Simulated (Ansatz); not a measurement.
Ansatz (a quantum-chemistry and plane-wave program) input (PBE-QIDH/def2-TZVPD):

Ansatz 0.2 input:
```yaml
crystal:
  periodic: [false, false, false]
  atoms:
    - {symbol: C, position_ang: [-2.30157425, -0.82287427, 0.23467355]}
    - {symbol: O, position_ang: [-1.02918747, -0.58518676, 0.82331275]}
    - {symbol: Si, position_ang: [0.11507360, 0.37934292, 0.17940790]}
    - {symbol: O, position_ang: [-0.61104567, 1.79248815, -0.20773267]}
    - {symbol: O, position_ang: [1.30682737, 0.50117324, 1.29250572]}
    - {symbol: O, position_ang: [0.79493188, -0.18704251, -1.18853384]}
    - {symbol: C, position_ang: [1.65135749, -1.32058116, -1.24840762]}
    - {symbol: H, position_ang: [-2.19909959, -1.34192255, -0.72219303]}
    - {symbol: H, position_ang: [-2.87407520, -1.45130384, 0.91624675]}
    - {symbol: H, position_ang: [-2.83902037, 0.11390354, 0.07288974]}
    - {symbol: H, position_ang: [-0.16424338, 2.36010999, -0.84008689]}
    - {symbol: H, position_ang: [1.04636126, 0.54781318, 2.21537127]}
    - {symbol: H, position_ang: [1.11519250, -2.23120369, -0.96769505]}
    - {symbol: H, position_ang: [2.00263335, -1.42142553, -2.27488645]}
    - {symbol: H, position_ang: [2.51031270, -1.19749642, -0.58536833]}
basis:
  gaussian:
    orbitals: def2-TZVPD
hamiltonian:
  xc: {name: PBE-QIDH}
magnetization: {spin_polarized: false}
correlation: {electrons: outside_noble_gas}
```

End of the output:

```
integrals: 1.42 GiB planned
2332 factors; integrals over basis functions are off by at most 8.2e-4 eV
0.55 GiB of the device are held for the grids
2.30 GiB of device memory are held for the factors and their scratch space
mean field: 3.01 GiB planned
mean field evaluation 1: about -18239.9357 eV, gradient 6.8e1 eV
mean field evaluation 2: about -18240.0638 eV, gradient 6.9e1 eV
mean field evaluation 4: about -18247.6571 eV, gradient 4.0e0 eV
mean field evaluation 8: about -18247.7029 eV, gradient 1.1e-1 eV
mean field evaluation 16: about -18247.7029 eV, gradient 2.1e-5 eV
mean field -18247.70292547 eV, -670.5907137737 hartree, gradient 4.2e-6 eV, S^2 0.000000; 0 other end points of the search recorded, 0 dependent functions left out
11 core orbitals not correlated
reference -18247.70294520 eV, -670.5907144989 hartree; 22, 22 occupied and 316, 316 virtual orbitals, 2332 factors
second order -42.55522253 eV of doubles, -0.00000000 eV of singles
Total energy: -18261.88801938 eV, -671.1120063599 hartree
```
